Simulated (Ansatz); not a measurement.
Isomers of CH$_{8}$AlClSi$_{2}$, relaxed with PBE0-D4/def2-TZVP in Ansatz; electronic energies, one conformer each and not always the lowest. Functionals use def2-TZVPP; CBS adds triple-zeta CCSD(T) − MP2 to the MP2 limit of def2-TZVPP and def2-QZVPP.

Task: Order them by energy at frozen-core CCSD(T)/CBS, lowest first. (An estimate is asked.)
A. `C[SiH](Cl)[SiH2][AlH2]`
B. `[AlH2][SiH]([SiH3])CCl`
C. `C[Si]([AlH2])([SiH3])Cl`

Result: A (0.0 kcal/mol), C (8.8 kcal/mol), B (43.9 kcal/mol).

Task: How do PBE0-D4, HF/CBS(def2), PBE-D4, ωB97M-V place them (kcal/mol, against `C[SiH](Cl)[SiH2][AlH2]`)? (Best estimate.)

Result: Ansatz gave: 
```
                   isomer  PBE0-D4  HF/CBS(def2)  PBE-D4  ωB97M-V
`C[Si]([AlH2])([SiH3])Cl`      9.7           3.8     9.7     10.1
 `[AlH2][SiH]([SiH3])CCl`     44.3          43.3    43.1     44.8
```
